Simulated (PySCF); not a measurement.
C2H5S, SMILES S(C)[CH2], multiplicity 2.

Coordinates come from a r2SCAN-D4/def2-TZVP optimisation. The isomer is the one that the SMILES or the coordinates give; other isomers of the formula were not compared.

The numbers are results of TDA-PBE/def2-SVPD in PySCF 2.14.0, not measurements.

Vertical excitations. Gas-phase values at a fixed geometry.

| state | energy (eV) | λ (nm) | f | main pairs |
|---|---|---|---|---|
| root 1 | 3.36 | 369 | 0.000 | α HOMO→LUMO 100 % |
| root 2 | 3.84 | 323 | 0.001 | α HOMO→LUMO+1 100 % |
| root 3 | 4.22 | 294 | 0.009 | α HOMO→LUMO+2 99 % |
| root 4 | 4.64 | 267 | 0.082 | α HOMO→LUMO+3 27 %, α HOMO→LUMO+4 6 %, β HOMO→LUMO 63 % |
| root 5 | 4.89 | 254 | 0.000 | α HOMO→LUMO+4 74 %, α HOMO→LUMO+3 24 % |
| root 6 | 4.98 | 249 | 0.014 | α HOMO→LUMO+3 48 %, α HOMO→LUMO+4 19 %, β HOMO→LUMO 29 % |
| root 7 | 5.27 | 235 | 0.000 | α HOMO→LUMO+5 98 % |
| root 8 | 5.52 | 225 | 0.002 | α HOMO→LUMO+6 55 %, β HOMO−1→LUMO 43 % |
| root 9 | 5.70 | 218 | 0.005 | α HOMO→LUMO+6 42 %, β HOMO−1→LUMO 51 % |
| root 10 | 5.76 | 215 | 0.000 | α HOMO→LUMO+7 95 % |
Unrestricted roots are not spin-pure.
